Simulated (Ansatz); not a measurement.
Cost and result for the atomization energy of C2H7BN2Si (`CB(N)[SiH2]C#N`) (13 atoms, 12 bonds).

```tsv
atom	x (Å)	y (Å)	z (Å)
C1	-0.651	1.505	-0.428
B2	-0.346	0.250	0.460
N3	-1.144	-0.092	1.544
Si4	1.246	-0.940	0.048
C5	1.115	-1.498	-1.718
N6	0.984	-1.813	-2.819
H7	-1.533	2.065	-0.104
H8	-0.805	1.207	-1.471
H9	0.200	2.193	-0.442
H10	-1.953	0.449	1.811
H11	-0.994	-0.897	2.128
H12	1.324	-2.187	0.856
H13	2.557	-0.242	0.136
```

Total charge 0; spin multiplicity 1. All single points use the PBE0-D4/def2-TZVP geometry. It is one conformer, not always the lowest. Program: Ansatz. All runs use 4 threads of an Arm Neoverse V1 on a shared host. Times are those of one run each, without the atoms' runs, and a repeat can differ threefold. Electronic energies, without spin–orbit coupling; frozen cores. CCSD(T)/CBS adds CCSD(T) − MP2 in def2-TZVPP to the MP2 limit, and its time is that of the two runs behind it. T1 = 0.013. B3LYP takes the VWN-RPA correlation (the form of Gaussian; ORCA's B3LYP/G).

CCSD(T)/CBS is a level of theory with its own doubt, some kJ/mol a heavy atom from the limit and from the frozen cores, so smaller differences don't rank the functionals.

| level | functions | wall time |
| --- | --- | --- |
| PBE-D4/def2-TZVPP (with forces) | 295 | 4 s |
| PBE0-D4/def2-TZVPP | 295 | 4.9 s |
| r2SCAN-D4/def2-TZVPP (with forces) | 295 | 7 s |
| B3LYP-D4/def2-TZVPP (with forces) | 295 | 8.5 s |
| B2PLYP/def2-TZVPP | 295 | 9.5 s |
| ωB97X-V/def2-TZVPP | 295 | 12 s |
| ωB97M-V/def2-TZVPP (with forces) | 295 | 18 s |
| MP2/def2-QZVPP | 565 | 52 s |
| CCSD(T)/def2-TZVPP | 295 | 18 min |
| CCSD(T)/CBS(def2) | – | 19 min |

Q: What atomization energy does each give, and how far from CCSD(T)/CBS? (Best estimate.)

A: The calculation gave: 
| level | atomization (kJ/mol) | difference from CCSD(T)/CBS | per bond |
| --- | --- | --- | --- |
| PBE-D4/def2-TZVPP (with forces) | 5248.7 | 140.8 | 11.7 |
| PBE0-D4/def2-TZVPP | 5140.2 | 32.3 | 2.7 |
| r2SCAN-D4/def2-TZVPP (with forces) | 5121.9 | 14.0 | 1.2 |
| B3LYP-D4/def2-TZVPP (with forces) | 5148.5 | 40.6 | 3.4 |
| B2PLYP/def2-TZVPP | 5089.6 | -18.3 | -1.5 |
| ωB97X-V/def2-TZVPP | 5144.9 | 37.0 | 3.1 |
| ωB97M-V/def2-TZVPP (with forces) | 5148.2 | 40.3 | 3.4 |
| MP2/def2-QZVPP | 5142.7 | 34.8 | 2.9 |
| CCSD(T)/def2-TZVPP | 4971.2 | -136.7 | -11.4 |
| CCSD(T)/CBS(def2) | 5107.9 | 0.0 | 0.0 |

From PBE to PBE0 (25 % exact exchange), in def2-TZVPP and without D4, the atomization energy moves by −104.6 kJ/mol: exact exchange takes away binding that semilocal exchange gives to molecules. In def2-TZVPP, CCSD(T) changes the Hartree–Fock value by +1280.2 kJ/mol (the triples alone add +84.2 kJ/mol) and MP2 by +1370.8 kJ/mol; breaking electron pairs costs correlation energy, which Hartree–Fock lacks. The D4 term adds +42.8 kJ/mol with B3LYP and +22.9 kJ/mol with PBE0; it sums over pairs of atoms, weighted by their polarisabilities, and B3LYP, whose exchange is more repulsive, gets the larger term.
